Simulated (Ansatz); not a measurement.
Input file for Ansatz (a first-principles code): U-B3LYP/def2-TZVPP on I3Se (SMILES I[Se](I)I). Elements past Kr take the def2 small-core potentials; no spin–orbit coupling.

Ansatz 0.2 input:
```yaml
crystal:
  periodic: [false, false, false]
  atoms:
    - {symbol: Se, position_ang: [-0.00183106, -0.00135848, -0.46679714]}
    - {symbol: I, position_ang: [2.56488201, -0.01110925, 0.14787154]}
    - {symbol: I, position_ang: [-1.27203119, 2.22881463, 0.15235135]}
    - {symbol: I, position_ang: [-1.29101976, -2.21634690, 0.16657425]}
basis:
  gaussian:
    orbitals: def2-TZVPP
hamiltonian:
  xc: {name: B3LYP}
magnetization: {spin_polarized: true, initial_magnetization: 1}
```

Output:

```
WARN ansatz: RAYON_NUM_THREADS=4 ignored (pool sized by the plan → 4); use --threads N
Functional definition: B3LYP
integrals: 0.28 GiB planned
1762 factors; integrals over basis functions are off by at most 8.5e-4 eV
mean field: 2.60 GiB planned
mean field evaluation 1: about -89661.7129 eV, gradient 1.2e1 eV
mean field evaluation 2: about -89659.3010 eV, gradient 2.6e1 eV
mean field evaluation 4: about -89662.3563 eV, gradient 8.7e-1 eV
mean field evaluation 8: about -89662.4247 eV, gradient 5.7e-2 eV
mean field evaluation 16: about -89662.4247 eV, gradient 2.2e-4 eV
mean field -89662.42468775 eV, -3295.0333319004 hartree, gradient 6.8e-5 eV, S^2 0.758881; 0 other end points of the search recorded, 0 dependent functions left out
reference -89662.42493053 eV, -3295.0333408225 hartree; 55, 54 occupied and 143, 144 virtual orbitals, 1762 factors
Total energy: -89662.42493053 eV, -3295.0333408225 hartree
```

The run converged.

Cost: about 18 core-seconds (a rough figure).
